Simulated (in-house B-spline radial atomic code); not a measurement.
# Two electrons outside the [Kr] 4d10 core: Pt XXXI (Pt30+)

Computed with a B-spline radial code for spherical atoms: configuration interaction (CI) of the two valence electrons in the field of the frozen Dirac-Fock core, alone and with many-body perturbation theory for the core (screened one- and two-electron correlation potentials), Breit and QED terms; no-pair Dirac Hamiltonian, finite nucleus. Labels give the configuration (outer n counted up each series) and the leading LS term, or the jj pair where no LS term holds 70 %.

Command:
```bash
python run_mb.py task.json out
```
Settings (nuclear radius in fm, box in bohr, cutoff in hartree):
```
basis_form          3
Z                   78
core_configuration  [Kr] 4d10
rms_radius          5.427
mass_number         195
speed_of_light      137.036
box_radius          2.812
lmax                6
intervals           57
virtual_cutoff      12168.0
```

Cost of the run: 2 min on 1 thread of Arm Neoverse V1, with other jobs on the host.

Excitation energies (cm⁻¹):

| level | purity of the LS term | CI alone | CI + MBPT + Breit + QED |
| --- | --- | --- | --- |
| 4f2 3H4 | 0.858 | 0 | 0 |
| 4f2 3F2 | 0.826 | 23121 | 21900 |
| 4f2 3H5 | 1.0 | 38866 | 38163 |
| 4f2 (5/2,7/2)4 | 0.459 (1G) | 52705 | 52027 |
| 4f2 3F3 | 1.0 | ? | ? |
| 4f2 3H6 | 0.872 | 69919 | 67928 |
| 4f2 3P0 | 0.889 | 88624 | 84471 |
| 4f2 (5/2,7/2)2 | 0.472 (1D) | 91886 | 87869 |
| 4f2 (7/2,7/2)4 | 0.564 (3F) | ? | ? |
| 4f2 3P1 | 1.0 | 109527 | 104985 |
| 4f2 1I6 | 0.87 | 116692 | 111942 |
| 4f2 (7/2,7/2)2 | 0.604 (3P) | 140585 | 135628 |

**Question.** Where does 4f2 3F3 lie?

**Answer.** 53852 cm⁻¹ in CI alone and 52548 cm⁻¹ with all corrections.

**Question.** Where does 4f2 (7/2,7/2)4 lie?

**Answer.** 96717 cm⁻¹ in CI alone and 95497 cm⁻¹ with all corrections.

**Question.** What is the first ionisation energy?

**Answer.** 1075 eV to the 4f5/2 state of the next ion (1067.8 eV from CI alone). NIST lists 1090 ± 50 eV (tabulated theory).
